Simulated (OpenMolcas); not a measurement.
**Lines of Zr²⁺: computed and rescaled rates**

```json
{
  "Program": "OpenMolcas",
  "Method": "SS-RASPT2, IPEA 0.25 Eh, imaginary shift 0.1 Eh (closed shells correlated: 4s)",
  "Basis": "ANO-RCC-VTZP [7s6p4d2f1g]",
  "Scalar Hamiltonian": "DKH2, point nucleus",
  "Active space": "8 electrons in 8 orbitals (RAS1 4p, at most 2 holes; RAS2 4d)",
  "State averaging": "2S+1 = 3 even, 10 roots; 2S+1 = 1 even, 15 roots",
  "Spin-orbit coupling": "state interaction with AMFI integrals over the reference wave functions, term energies averaged over their components"
}
```

Rates come from the transition moments of the reference wave functions (E1 and E2 in the length form). At fixed line strength A goes as λ^-3 for E1 and M1 and as λ^-5 for E2, so a rate at the computed wavelength can be rescaled to the measured one. Measured vacuum wavelengths follow from level energies in Moore, Atomic Energy Levels, vol. II, NSRDS-NBS 35 (1971 reprint of NBS Circular 467, 1952); NIST levels as listed in Rynkun, Gaigalas and Jonsson, Astron. Astrophys. 637, A10 (2020). Branching counts decays inside the model space alone, at computed energies, and the table is only a selection of the E2 and M1 lines, drawn from those between levels with measured partners whose computed energy lies within a factor of 1.5 of the measured one.

```csv
Upper,Lower,Type,λ computed (nm),λ measured (nm),A computed (s-1),A rescaled (s-1),Branching %
4d2 1S0,4d2 1D2,E2,589.9,548.3,3.44e+00,4.96e+00,75.3
4d2 1S0,4d2 3P1,M1,674.6,638.8,9.25e-01,,20.3
4d2 1S0,4d2 3P2,E2,704,660.5,1.25e-01,,2.7
4d2 1S0,4d2 3F2,E2,427.6,417,7.65e-02,,1.7
4d2 1D2,4d2 3F3,M1,1765,1976,7.52e-02,,56.6
4d2 1G4,4d2 3F4,M1,1034,1046,6.81e-02,,55.5
4d2 1D2,4d2 3F2,M1,1555,1742,5.74e-02,,43.2
4d2 1G4,4d2 3F3,M1,946.1,964.5,5.35e-02,,43.5
4d2 3P2,4d2 1D2,M1,3640,3229,4.78e-02,,55.7
4d2 3P0,4d2 3F2,E2,1211,1240,3.94e-02,3.50e-02,100.0
4d2 3P1,4d2 3F3,E2,1283,1308,1.92e-02,1.74e-02,39.7
4d2 3P2,4d2 3F4,E2,1331,1360,1.71e-02,1.54e-02,19.9
4d2 3P1,4d2 3F2,E2,1168,1201,1.49e-02,1.30e-02,30.6
4d2 3F4,4d2 3F3,M1,11120,12420,1.47e-02,1.06e-02,100.0
4d2 3P1,4d2 1D2,M1,4696,3870,1.30e-02,,26.8
4d2 3F3,4d2 3F2,M1,13030,14680,1.15e-02,8.04e-03,100.0
4d2 3P2,4d2 3F3,E2,1189,1226,8.07e-03,6.92e-03,9.4
4d2 3P2,4d2 3F3,M1,1189,1226,7.67e-03,,8.9
4d2 3P2,4d2 3P1,M1,16180,19510,3.01e-03,1.72e-03,3.5
4d2 3P2,4d2 3F2,E2,1089,1131,1.53e-03,1.27e-03,1.8
4d2 3P1,4d2 3F2,M1,1168,1201,8.77e-04,,1.8
4d2 3P2,4d2 3F2,M1,1089,1131,7.50e-04,,0.9
4d2 3P1,4d2 3P0,M1,32670,37940,5.15e-04,3.29e-04,1.1
```

Spin-changing lines and M1 lines between different terms are not rescaled, since their strength hangs on the term gaps too.

The largest correction is for 4d2 3P2 → 4d2 3P1 (M1): 3.01e-03 × (16180 / 19510)^3 = 1.72e-03 s-1, a factor of 0.57.

These are rates of the free ion; in crystals, glasses and complexes forced electric-dipole and non-radiative decay shorten such lifetimes by orders of magnitude. No measured rate stands beside these. Rescaling mends the energy factor alone: line strengths can still be far off where a level mixes with configurations outside the active space, and weak or spin-changing lines hang on small mixing coefficients that depend on the term gaps too, so rescaling need not improve them.

CASPT2 does not keep the components of a term degenerate, so their means are used; among the terms shown or strongly mixed into the levels shown the widest spread is 490 cm-1 (4d2 1G). Active for correlation alone: 4p; no level in the range computed is led by a configuration that opens it, so any true level of that kind is missing. Measured partners are found by configuration, term and J. A level has none where our copy of the source lacks it or the pairing is in doubt (some pairs that miss far off the trend of their configuration count as doubtful). Only configurations of the active space appear.
